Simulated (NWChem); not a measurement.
Basis-set convergence for BiF3

SMILES: [F][Bi]([F])[F]
```xyz
4

Bi     0.0023     0.2541     0.0000
F     -0.8875    -0.7732     1.5253
F     -0.8875    -0.7732    -1.5253
F      1.7542    -0.7967     0.0000
```
Charge 0, spin multiplicity 1.

Everything below was run with NWChem. The geometry was optimised at PBE/def2-SVP with def2 effective core potentials on Bi, a minimum by its harmonic frequencies.

Quantity: vertical ionisation energy at the level ΔPBE0 (Δ: difference of total energies, the cation a doublet at the parent's geometry with its hole in an orbital of symmetry a' (Cs labels); it is the state that the SCF runs reached, from PBE0 orbitals for Hartree-Fock references, and need not be the lowest).

Effective core potentials replace the inner electrons of Bi; spin-orbit coupling is left out. The structure started from a generated list of species. The stability of the SCF solutions was not checked.

Relative cost: rough, from shared machines, SCF included, def2-SVP = 1.

| basis | functions | vertical ionisation energy (eV) | relative cost |
|---|---|---|---|
| def2-SVP | 68 | ? | 1 |
| def2-SVPD | 101 | ? | under 3 |
| def2-TZVPP | 143 | 12.47 | 4 |
| def2-TZVP | 143 | 12.47 | 4 |
| def2-TZVPD | 176 | ? | 8 |
| def2-QZVP | 253 | 12.48 | 40 |

Question: Some entries are withheld; supply them.

Answer: 
- def2-SVP, vertical ionisation energy (eV): 12.18
- def2-SVPD, vertical ionisation energy (eV): 12.59
- def2-TZVPD, vertical ionisation energy (eV): 12.51
